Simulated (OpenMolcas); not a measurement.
# N+: effect of correlating more closed shells

```yaml
Program: OpenMolcas
Basis: ANO-RCC-VTZP [4s3p2d1f]
Scalar_Hamiltonian: DKH2, point nucleus
Active_space: 2 electrons in 3 orbitals (2p)
State_averaging: 2S+1 = 3 even, 3 roots; 2S+1 = 1 even, 6 roots
Spin-orbit_coupling: RASSI with atomic mean-field integrals over the reference wave functions, term energies averaged over their components
```

Methods on the same reference wave functions:
A. CASSCF
B. SS-CASPT2, IPEA 0.25 Eh, imaginary shift 0.1 Eh (closed shells correlated: 2s)
C. SS-CASPT2, IPEA 0.25 Eh, imaginary shift 0.1 Eh (closed shells correlated: 1s 2s)

Energies in cm⁻¹ above 2s² 2p² ³P₀, the measured ground level; measured values from NIST Handbook of Basic Atomic Spectroscopic Data.

```json
{"Level": "2s² 2p² ³P₀", "A": "0.0", "B": "0.0", "C": "0.0", "Measured": "0.0"}
{"Level": "2s² 2p² ³P₁", "A": "47.2", "B": "47.3", "C": "47.3", "Measured": "48.7"}
{"Level": "2s² 2p² ³P₂", "A": "141", "B": "141", "C": "141", "Measured": "131"}
{"Level": "2s² 2p² ¹D₂", "A": "17823", "B": "15530", "C": "15560", "Measured": "15316"}
{"Level": "2s² 2p² ¹S₀", "A": "43907", "B": "35370", "C": "35380", "Measured": "32689"}
```

Deviations, from unrounded energies. A percentage is the sum of absolute deviations over the sum of measured energies, with the sign that they share, or ± where signs differ.

```
                        Against measurement  Levels      A     B     C
             mean absolute deviation (cm-1)       4   3400   730   740
      fine structure of the ground term (%)       2   ±6.3  ±6.3  ±6.3
other terms of the ground configuration (%)       2  +28.6  +6.0  +6.1
```

B, C lie about equally close to measurement and A furthest from it. The largest miss of B in the table is 2s² 2p² ¹S₀, by +2700 cm-1. The ranking rests on the paired levels alone, and a cruder setting can come out closer through cancelling errors.

Between B and C the level of the table that moves most is 2s² 2p² ¹D₂, by 29 cm-1 (lowest in B, highest in C). Moves below CASPT2's spread within the term are not significant.

The two smallest mean deviations differ by little beside CASPT2's spread within terms, so their order carries little weight.

From A to B the spin-free energies of the other terms of 2s² 2p² shown, above ³P, scale by factors of 0.81 to 0.87.

The lowest spin-free term lies below A's lowest term by 0.080 hartree in B, 0.087 hartree in C.

What an inner shell adds also hangs on whether the basis holds functions to correlate it.

Term energies are means over components that CASPT2 splits; among the terms shown or strongly mixed into the levels shown the widest spread is 96 cm-1 (2s² 2p² ¹D, C). With the s shell closed, the reference lacks s² → p² mixing. Without dynamic correlation excited terms often stand tens of per cent too high (terms of higher spin than the ground term too low), and those without a measured partner can miss by more than the paired ones (holds for A). Computed and measured levels are paired by configuration, term and J; levels that our copy of the source lacks, or whose pairing is in doubt (as where it misses far off the trend of its configuration), stay unpaired and out of the deviations. Only configurations of the active space appear.
